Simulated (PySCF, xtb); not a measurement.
CH6CdSi, SMILES [CH3][Cd][SiH3].

GFN2-xTB in xtb at its own geometry gives an orbital gap of 3.67 eV and a dipole moment of 0.51 D.

Coordinates come from a B3LYP-D3(BJ)/def2-SVP optimisation. The structure was generated by enumeration; whether it is a known compound was not checked. The def2 effective core potentials stand for the cores of Cd; spin–orbit coupling is left out.

Question: What does PySCF with PBE/def2-TZVPD give? (Estimate from the structure and the level; the computed values follow.)

Answer: gap 4.28 eV (levels -5.79 and -1.51 eV), dipole 0.89 D.
